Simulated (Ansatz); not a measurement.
C2H6N (SMILES C[N]C), doublet, at a GFN2-xTB geometry; SVWN5/6-31G run with Ansatz (a quantum-chemistry and plane-wave program).

Here is a job for Ansatz.
Ansatz 0.2 input:
```yaml
crystal:
  periodic: [false, false, false]
  atoms:
    - {symbol: C, position_ang: [0.12936779, -0.11365059, 1.20176362]}
    - {symbol: N, position_ang: [-0.39953071, 0.38942084, 0.00432159]}
    - {symbol: C, position_ang: [0.10466808, -0.11229034, -1.20429388]}
    - {symbol: H, position_ang: [0.93535043, -0.85304352, 1.07891682]}
    - {symbol: H, position_ang: [0.49378434, 0.72633522, 1.80629429]}
    - {symbol: H, position_ang: [-0.68484703, -0.56108736, 1.78673618]}
    - {symbol: H, position_ang: [0.91299422, -0.85181233, -1.09885508]}
    - {symbol: H, position_ang: [0.45660711, 0.72838261, -1.81522825]}
    - {symbol: H, position_ang: [-0.72138930, -0.55907494, -1.77293355]}
basis:
  gaussian:
    orbitals: 6-31G
hamiltonian:
  xc: {name: SVWN5}
magnetization: {spin_polarized: true, initial_magnetization: 1}
```

It wrote (shortened):

```
Functional definition: SVWN5
578 factors; integrals over basis functions are off by at most 1.9e-4 eV
mean field evaluation 1: about -3618.2160 eV, gradient 3.8e1 eV
mean field evaluation 2: about -3608.8415 eV, gradient 5.6e1 eV
mean field evaluation 4: about -3625.4650 eV, gradient 3.2e0 eV
mean field evaluation 8: about -3625.5004 eV, gradient 3.9e-2 eV
mean field evaluation 16: about -3623.4338 eV, gradient 4.1e0 eV
mean field -3625.50038271 eV, -133.2346816121 hartree, gradient 6.9e-5 eV, S^2 0.752048; 0 other end points of the search recorded, 0 dependent functions left out
reference -3625.50040065 eV, -133.2346822716 hartree; 13, 12 occupied and 26, 27 virtual orbitals, 578 factors
Total energy: -3625.50040065 eV, -133.2346822716 hartree
```
